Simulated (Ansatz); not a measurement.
`BCBCl` + H₂O → `OBCl` + `BC` at 400 K and 1 bar (formal hydrolysis of a B–C bond).

Gas-phase electronic energies from Ansatz, PBE0-D4/def2-TZVP geometries. CBS: MP2 limit from def2 TZ/QZ plus the TZ coupled-cluster correction, frozen cores. This one scheme is used for every species. One conformer a species, not always the lowest.

```tsv
species	CCSD(T)/CBS energy (Eh)	H − E (kJ/mol)	S (J/(mol·K))
`BCBCl`	-550.44841	187.8	343.9
H₂O	-76.37941	69.8	198.6
`OBCl`	-561.03999	93.6	281.2
`BC`	-65.83255	164.9	265.6
```

H − E and S are ideal-gas, rigid-rotor, harmonic terms from PBE0-D4/def2-TZVP, for one conformer and one mirror image of each species. 1 Eh = 2625.50 kJ/mol, R = 8.31446 J/(mol·K).

By hand: ΔE, ΔH, ΔS and ΔG.

ΔE = (-561.03999) + (-65.83255) − (-550.44841) − (-76.37941) = -0.04472 Eh = -117.4 kJ/mol. Δ(H − E) = 93.6 + 164.9 − 187.8 − 69.8 = 0.9, so ΔH = -116.5 kJ/mol. ΔS = 281.2 + 265.6 − 343.9 − 198.6 = 4.3 J/(mol·K). ΔG = -116.5 − 400 × (4.3)/1000 = -118.2 kJ/mol.

By hand: the equilibrium constant, and the temperature at which ΔG would vanish if ΔH and ΔS stayed fixed.

log₁₀ K = −ΔG/(RT ln 10) = 15.4. ΔH and −TΔS have one sign here, so there is no such temperature.

The number of gas molecules stays the same, so ΔS is small and ΔH decides. A doubt of 5 kJ/mol in ΔE shifts log₁₀ K by 0.7 here. Other conformers and mirror images would add mixing entropy, several J/(mol·K) or more a flexible species. These are equilibria of isolated gas molecules and say nothing of rates. Largest T1 diagnostic: 0.012 (customary marks: 0.02 for closed shells, 0.045 for open ones).

ΔS is within the doubt of such terms, so its sign, and with it that verdict, could turn.
